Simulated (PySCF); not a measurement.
p-cresol (C7H8O), SMILES Cc1ccc(O)cc1.

The structure is a stationary point at ωB97X-D3(BJ)/def2-SVP. Other conformers were not sampled.

Two levels are set side by side: PBE/def2-TZVP (PySCF) and CAM-B3LYP/def2-TZVP (PySCF). Same geometry, gas phase. Differences are taken from unrounded values.

```csv
quantity,CAM-B3LYP
orbital gap (eV),8.25
highest occupied level (eV),-7.46
lowest empty level (eV),0.79
dipole moment (D),1.33
```

Question: What does PBE give, and how far is it from CAM-B3LYP? (Estimate from the structure and the level; the computed values follow.)

Answer: 
```json
[
 {"quantity": "orbital gap (eV)", "PBE": "4.09", "PBE minus CAM-B3LYP": "-4.15"},
 {"quantity": "highest occupied level (eV)", "PBE": "-5.24", "PBE minus CAM-B3LYP": "2.22"},
 {"quantity": "lowest empty level (eV)", "PBE": "-1.14", "PBE minus CAM-B3LYP": "-1.93"},
 {"quantity": "dipole moment (D)", "PBE": "1.23", "PBE minus CAM-B3LYP": "-0.10"}
]
```

PBE's occupied levels lie high since its potential decays too fast outside the molecule; exact exchange lowers them and widens the gap. Differences between two approximate levels are no errors against the true value.

Rough cost on one machine, each run with all the roots and properties that it gave: CAM-B3LYP against PBE within a factor of 2.
